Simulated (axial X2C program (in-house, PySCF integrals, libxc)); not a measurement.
# SeCl: nuclear properties from DFT to coupled cluster

Calculated with an in-house all-electron X2C program for linear molecules (integrals from PySCF): two-component X2C with atomic mean-field Coulomb and Gaunt terms, Gaussian nuclei, basis Se dyall-acv3z, Cl dyall-av3z with contracted cores.

R = 2.131 Å (near the PBE0 minimum at charge 0 of the determinant lowest at the starting distance; the state shown can have its own minimum elsewhere); state Ω = 3/2 (⟨Sz⟩ = 0.50, ⟨Lz⟩ = 1.00 at PBE0).

| level | Eeff magnitude (GV/cm) | Ws magnitude Se (kHz) | A∥/gI Se (MHz) | qzz Se (a.u.) | A∥/gI Cl (MHz) | μ (D) |
| --- | --- | --- | --- | --- | --- | --- |
| PBE0 | 0.295 | 0.0858 | 439 | 7.01 | 61.5 | -0.73 |
| HF | 0.806 | 0.228 | 491 | 7.03 | 38.2 | -1.14 |
| B3LYP | 0.232 | 0.0678 | 451 | 7.15 | 65.8 | -0.71 |

Eeff is the effective electric field on the electron electric dipole moment in this Ω state and Ws the scalar–pseudoscalar constant of the nucleus named (defined with the proton number Z and per Ω); A∥ (defined per Ω) follows by multiplying with gI = μI/(I μN); qzz is the electric field gradient, eQq0 = 234.96 MHz × Q/barn × qzz; μ is positive if the Cl end (last atom) is positive. The operators were transformed with the bare-nucleus X2C matrices; with these basis sets, hyperfine constants and field gradients can be off by tens of per cent, and where levels differ in sign neither size nor sign is settled.

Finite-field MP2, CCSD and CCSD(T), with 23 electrons correlated in 130 natural virtual spinors (MP2 remainder added):

```json
{"level": "MP2", "Eeff magnitude (GV/cm)": "0.115", "Ws magnitude Se (kHz)": "0.0307", "A∥/gI Se (MHz)": "465", "qzz Se (a.u.)": "6.85", "A∥/gI Cl (MHz)": "49.8", "μ (D)": "-0.87"}
{"level": "CCSD", "Eeff magnitude (GV/cm)": "0.309", "Ws magnitude Se (kHz)": "0.0872", "A∥/gI Se (MHz)": "481", "qzz Se (a.u.)": "6.73", "A∥/gI Cl (MHz)": "50.4", "μ (D)": "-0.85"}
{"level": "CCSD(T)", "Eeff magnitude (GV/cm)": "0.262", "Ws magnitude Se (kHz)": "0.0742", "A∥/gI Se (MHz)": "477", "qzz Se (a.u.)": "6.66", "A∥/gI Cl (MHz)": "54.8", "μ (D)": "-0.77"}
```

T1 = 0.013 (Lee–Taylor). One unrestricted determinant, the lowest of a limited PBE0 search, is the reference; the functionals treat spin collinearly. Eeff spreads by more than a factor of two over the levels. Correlation of the inner shells is missing, which matters for properties at the nucleus. Number of frozen shells: Se 3 s, 2 p; Cl 2 s, 1 p.

(1) By how much does correlation change each value, CCSD(T) against HF?

Answers

(1) Eeff magnitude -67 %; Ws magnitude Se -67 %; A∥/gI Se -3 %; qzz Se -5 %; A∥/gI Cl 43 %; μ -32 %.
